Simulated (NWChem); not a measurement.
System: C3H4FNSi; SMILES [SiH2]1C=C(F)C=N1

Here is an NWChem input.

```
start job
memory heap 200 mb stack 900 mb global 1100 mb
geometry units angstroms noautosym nocenter noautoz
  F      0.128750    -2.346370     0.000000
  C      0.110902    -1.021831     0.000000
  C      1.178334    -0.208526     0.000000
  Si     0.400069     1.491669     0.000000
  N     -1.291411     0.913137     0.000000
  C     -1.229737    -0.360039     0.000000
  H      2.204683    -0.576362     0.000000
  H      0.680297     2.298752    -1.220073
  H      0.680297     2.298752     1.220073
  H     -2.129216    -1.001010     0.000000
end
basis spherical
  F library pcsseg-1
  C library pcsseg-1
  Si library pcsseg-1
  N library pcsseg-1
  H library pcsseg-1
end
dft
  xc slater vwn_5
  iterations 150
end
property
  shielding 9 1 2 3 4 5 6 7 8 10
end
task dft property
```

Excerpt of the output:

```
             Northwest Computational Chemistry Package (NWChem) 7.3.0
             --------------------------------------------------------

                             Geometry "geometry" -> ""
                             -------------------------

 Output coordinates in angstroms (scale by  1.889725989 to convert to a.u.)

  No.       Tag          Charge          X              Y              Z
 ---- ---------------- ---------- -------------- -------------- --------------
    1 F                    9.0000     0.12875000    -2.34637000     0.00000000
    2 C                    6.0000     0.11090200    -1.02183100     0.00000000
    3 C                    6.0000     1.17833400    -0.20852600     0.00000000
    4 Si                  14.0000     0.40006900     1.49166900     0.00000000
    5 N                    7.0000    -1.29141100     0.91313700     0.00000000
    6 C                    6.0000    -1.22973700    -0.36003900     0.00000000
    7 H                    1.0000     2.20468300    -0.57636200     0.00000000
    8 H                    1.0000     0.68029700     2.29875200    -1.22007300
    9 H                    1.0000     0.68029700     2.29875200     1.22007300
   10 H                    1.0000    -2.12921600    -1.00101000     0.00000000

 Effective nuclear repulsion energy (a.u.)     273.2899872544

                              NWChem Property Module
                              ----------------------

  itol2e modified to match energy
  convergence criterion.

                                 NWChem DFT Module
                                 -----------------

 Summary of "ao basis" -> "ao basis" (spherical)
 ------------------------------------------------------------------------------
       Tag                 Description            Shells   Functions and Types
 ---------------- ------------------------------  ------  ---------------------
 F                          pcsseg-1                 7       17   3s3p1d
 C                          pcsseg-1                 7       17   3s3p1d
 Si                         pcsseg-1                10       24   4s5p1d
 N                          pcsseg-1                 7       17   3s3p1d
 H                          pcsseg-1                 3        5   2s1p

  itol2e modified to match energy
  convergence criterion.

[...]

          -----------------------------------------
          Chemical Shielding Tensors (GIAO, in ppm)
          -----------------------------------------

                                NWChem CPHF Module
                                ------------------

  scftype          =     RHF
  nclosed          =       26
  nopen            =        0
  variables        =     2678
  # of vectors     =        3
  tolerance        = 0.10D-03
  level shift      = 0.00D+00
  max iterations   =       50
  max subspace     =       30

 SCF residual:    3.6377054151184582E-005

Iterative solution of linear equations
  No. of variables     2678
  No. of equations        3
  Maximum subspace       30
        Iterations       50
       Convergence  1.0D-04

   iter   nsub   residual    time
   ----  ------  --------  ---------
     1      3    1.49D-05      99.0

      Atom:    1  F
        Diamagnetic
    466.8929     -0.8585     -0.0000
     -0.8585    493.1784     -0.0000
     -0.0000     -0.0000    467.1214

        Paramagnetic
   -365.9250     25.8691     -0.0000
     25.8691   -241.3964     -0.0000
     -0.0000     -0.0000    -76.5391

        Total Shielding Tensor
    100.9679     25.0106     -0.0000
     25.0106    251.7820     -0.0000
     -0.0000     -0.0000    390.5823

           isotropic =     247.7774
          anisotropy =     214.2074

          Principal Components and Axis System
                 1           2           3
              390.5823    255.8215     96.9284

      1        -0.0000      0.1594      0.9872
      2        -0.0000      0.9872     -0.1594
      3         1.0000      0.0000     -0.0000

      Atom:    2  C
        Diamagnetic
    258.8135      2.2245      0.0000
      2.2245    265.3130     -0.0000
      0.0000     -0.0000    228.6262

        Paramagnetic
   -246.7590     73.6847     -0.0000
     73.6847   -312.1631     -0.0000
     -0.0000     -0.0000   -190.0519

        Total Shielding Tensor
     12.0545     75.9093     -0.0000
     75.9093    -46.8501     -0.0000
     -0.0000     -0.0000     38.5743

           isotropic =       1.2596
          anisotropy =    -150.1201

          Principal Components and Axis System
                 1           2           3
              -98.8205     64.0249     38.5743

      1        -0.5649      0.8251      0.0000
      2         0.8251      0.5649      0.0000
      3         0.0000     -0.0000      1.0000

      Atom:    3  C
        Diamagnetic
    265.1129      2.0243     -0.0000
      2.0243    269.5458     -0.0000
     -0.0000     -0.0000    243.3329

        Paramagnetic
   -249.4110     21.2125      0.0000
     21.2125   -258.8148      0.0000
      0.0000      0.0000    -71.9337

        Total Shielding Tensor
     15.7019     23.2368      0.0000
     23.2368     10.7310      0.0000
      0.0000      0.0000    171.3992

           isotropic =      65.9440
          anisotropy =     158.1828

          Principal Components and Axis System
                 1           2           3
              171.3992     36.5858    -10.1529

      1         0.0000      0.7438     -0.6684
      2         0.0000      0.6684      0.7438
      3         1.0000     -0.0000      0.0000

      Atom:    4  Si
        Diamagnetic
    883.8380      0.8664     -0.0000
      0.8664    885.1791      0.0000
     -0.0000      0.0000    876.6726

        Paramagnetic
   -484.7632     -8.4912      0.0000
     -8.4912   -539.6047     -0.0000
      0.0000     -0.0000   -646.1835

[...]
```

Level: LDA (Slater exchange, VWN5)/pcSseg-1, GIAO. All runs use the structure optimised with PBE0/def2-SVP. The output numbers the shielded atoms by their place in the input's list. The printed shielding anisotropy is the first printed principal value minus the mean of the other two.
